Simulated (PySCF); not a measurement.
C₃H₈F₂Si.
SMILES with atom numbers: `[F:1][CH:2]([F:3])[CH2:4][CH2:5][SiH3:6]` (hydrogens: H7 on C2; H8, H9 on C4; H10, H11 on C5; H12, H13, H14 on Si6)

Method: PBE0-D3(BJ)/def2-SVP geometry optimisation, gas phase (PySCF); density fitting, grid level 1; the optimiser is geomeTRIC in internal coordinates, started from a GFN2-xTB structure with every atom displaced at random (about 0.01 Å).

Step 0: E = -16531.6641 eV
```
atom  x, y, z in Å  |  force x, y, z in eV/Å
F1     -2.7852   -0.4756   -0.6243   -0.378  -0.116   0.298
C2     -1.5774    0.0910   -0.4758    0.367  -0.521   0.022
F3     -1.0426    0.1145   -1.7234    0.421   0.097  -0.039
C4     -0.7007   -0.7231    0.4831   -2.031   0.378   0.199
C5      0.5227    0.0053    0.9172    0.600   0.401   0.304
Si6     1.7307    0.4558   -0.4891   -0.512  -0.280   0.962
H7     -1.6991    1.1380   -0.1533   -0.102   0.089   0.113
H8     -0.4591   -1.6577   -0.0141    0.002  -0.535  -0.235
H9     -1.3709   -0.9536    1.3651    0.538   0.050  -0.680
H10     1.0385   -0.6212    1.6633    0.238   0.068  -0.095
H11     0.2278    0.9162    1.4708    0.161   0.055  -0.078
H12     1.2493    1.6106   -1.2222   -0.219   0.643  -0.486
H13     1.8643   -0.7057   -1.3604    0.181  -0.487  -0.459
H14     2.9946    0.7904    0.1553    0.735   0.157   0.173
```

**Question.** Estimate the geometry and energy of step 1. (The exact step hangs on the optimiser's Hessian estimate; all steps are aligned on step 0, rigid shifts and turns removed.)

**Answer.** E = -16531.8009 eV, largest force 0.211 eV/Å
```
atom  x, y, z in Å  |  force x, y, z in eV/Å
F1     -2.8542   -0.5275   -0.5954    0.194   0.011  -0.082
C2     -1.6539    0.0821   -0.4512    0.024   0.048   0.059
F3     -1.0780    0.1782   -1.6805   -0.104  -0.027   0.039
C4     -0.7602   -0.7145    0.4649    0.180  -0.048  -0.030
C5      0.5132    0.0239    0.8878   -0.090  -0.009  -0.083
Si6     1.7848    0.4502   -0.4598   -0.075  -0.047   0.008
H7     -1.8366    1.1139   -0.0923   -0.007  -0.071   0.002
H8     -0.5163   -1.6583   -0.0583   -0.067   0.100   0.042
H9     -1.3452   -0.9876    1.3552   -0.101   0.023   0.018
H10     1.0472   -0.5943    1.6265    0.028  -0.022   0.016
H11     0.2437    0.9513    1.4234    0.044   0.027   0.011
H12     1.3609    1.6126   -1.2941    0.002  -0.002  -0.001
H13     2.0038   -0.7418   -1.3339    0.009   0.011  -0.018
H14     3.0836    0.7968    0.2000   -0.040   0.004   0.019
```

The energy changes by -0.1368 eV. The first-order estimate −F·Δx gives -0.3031 eV and the mean of the old and new forces, exact on a quadratic surface, -0.1390 eV. The step makes an angle of 74° with the force vector and moves no atom by more than 0.152 Å.

The cost below is that of the whole optimisation. Time: 73 s wall; peak memory 0.51 GiB. Hardware: an Arm Neoverse N1 with one thread (shared host).
